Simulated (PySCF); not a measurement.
## Static response to an electric field

Species: C₅H₆F₂O.
SMILES with atom numbers: `[F:1][CH2:2][O:3][C:4]1=[CH:5][CH2:6][C@H:7]1[F:8]` (hydrogens: H9, H10 on C2; H11 on C5; H12, H13 on C6; H14 on C7)

Cartesian coordinates in Å at the GFN2-xTB level; atoms count from 1:
```xyz
14
C5H6F2O angstrom
F      2.2381   -0.5894   -1.3342
C      2.2480   -0.0834   -0.0565
O      1.2980   -0.7077    0.7185
C      0.0035   -0.3920    0.4474
C     -1.1694   -0.8246    0.9080
C     -1.9724    0.1109    0.0353
C     -0.6100    0.5660   -0.5442
F     -0.3179    1.8972   -0.3544
H      2.0907    1.0009   -0.1542
H      3.2274   -0.3135    0.3754
H     -1.4643   -1.5656    1.6229
H     -2.4912    0.9056    0.5679
H     -2.6451   -0.3565   -0.6813
H     -0.4361    0.3516   -1.6025
```

Level: CAM-B3LYP/def2-SVPD (PySCF), static field, nuclei fixed, core orbitals frozen in the response. The polarisability tensor in these axes (au):

```
x   78.04  2.14 -4.38
y    2.14 55.61 -5.30
z   -4.38 -5.30 55.49
```

**Question.** Give the principal values, the mean and the anisotropy Δα = √{½[(α1 − α2)² + (α2 − α3)² + (α1 − α3)²]}.

**Answer.** Principal values 50.15, 59.71 and 79.28 au; mean 63.05 au = 9.34 Å³ = 10.39 × 10⁻⁴⁰ C²·m²/J; Δα = 25.72 au (41 % of the mean).

**Question.** What is the dipole moment, and where does it point?

**Answer.** (-0.55, -0.33, 0.59) D, 0.87 D in size, pointing from the negative to the positive side. Measured along this direction, the outermost atoms are F1 at the negative end and H11 at the positive end.

**Question.** Rayleigh depolarisation ratio (linearly polarised light, static tensor)?

**Answer.** ρ = 3Δα²/(45ᾱ² + 4Δα²) = 1984.8/(178868 + 2646.4) = 0.0109.

**Question.** Find the Langevin capture rate constant for H3O+ (19.018 u) meeting this molecule (120.039 u), k = 2.342 × 10⁻⁹ cm³/s × √(α in Å³ / reduced mass in u).

**Answer.** The reduced mass is 16.42 u, so k = 1.77 × 10⁻⁹ cm³/s. The formula leaves out the permanent dipole, which adds to the capture rate.

**Question.** What are the principal values of the traceless quadrupole moment, Θ = ½Σq(3rr − r²1), about the centre of nuclear charge?

**Answer.** -9.02, -2.02, 11.03 D·Å. The values depend on the origin, since the dipole doesn't vanish. The electronic extent ⟨r²⟩ about the same centre is 943 bohr², a root-mean-square distance of 2.06 Å for the 62 electrons.

**Question.** Along which axes do the principal values lie, and how far do the nuclei extend along each?

**Answer.** Largest value along (0.97, 0.13, -0.21), where the nuclei span 5.47 Å; middle along (-0.24, 0.72, -0.65), 3.50 Å; least along (0.06, 0.68, 0.73), 2.25 Å. The response follows the extents in order.

**Question.** In a dilute gas of rigid molecules at 273 K, how does the orientational term μ²/3kT compare with the electronic polarisability?

**Answer.** In Gaussian units μ²/3kT = 6.66 Å³ against 9.34 Å³, a ratio of 0.71; the Debye molar polarisation (4π/3)N_A(α + μ²/3kT) is 40.4 cm³/mol, leaving out the vibrational part.

The structure is a single GFN2-xTB conformer in the gas phase; no vibrational or solvent corrections.
